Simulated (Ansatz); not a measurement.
One change: `F/C=C(\F)C(F)F` becomes `F/C=[C](/F)[GaH2]`.

Ansatz, PBE0-D4/def2-TZVP geometries, multiplicity 1. Each molecule was computed in one conformer, which needn't be the lowest.

Scalar relativity is left out up to krypton.

```csv
property,`F/C=C(\F)C(F)F`
LUMO energy (B3LYP/def2-TZVPP) / eV,-0.62
HOMO–LUMO gap (B3LYP/def2-TZVPP) / eV,7.21
HOMO–LUMO gap (PBE0/def2-TZVPP) / eV,7.71
size of the dipole moment (PBE/def2-TZVPP) / D,1.32
LUMO energy (PBE/def2-TZVPP) / eV,-1.32
"ideal-gas entropy at 298 K and 1 bar (rigid rotor, harmonic PBE0-D4/def2-TZVP) / J/(mol·K)",342
```

Task: What does the change do to each property? (An estimate is asked.)

Result: The calculation gave: 
| property | `F/C=[C](/F)[GaH2]` | shift |
| --- | --- | --- |
| LUMO energy (B3LYP/def2-TZVPP) / eV | -2.35 | -1.73 |
| HOMO–LUMO gap (B3LYP/def2-TZVPP) / eV | 4.98 | -2.23 |
| HOMO–LUMO gap (PBE0/def2-TZVPP) / eV | 5.46 | -2.25 |
| size of the dipole moment (PBE/def2-TZVPP) / D | 0.35 | -0.97 |
| LUMO energy (PBE/def2-TZVPP) / eV | -2.86 | -1.54 |
| ideal-gas entropy at 298 K and 1 bar (rigid rotor, harmonic PBE0-D4/def2-TZVP) / J/(mol·K) | 339 | -3 |

With PBE0 the HOMO rises by 0.51 eV and the LUMO falls by 1.74 eV, so the gap narrows by about 2.25 eV. PBE moves the HOMO by 0.39 eV and ωB97M-V by 0.55 eV. The zero-point energy changes by -28.4 kJ/mol with -3 modes. Dipoles are sizes alone; their direction can turn.

B3LYP here is the variant with VWN-RPA as its local correlation; programs differ in this.
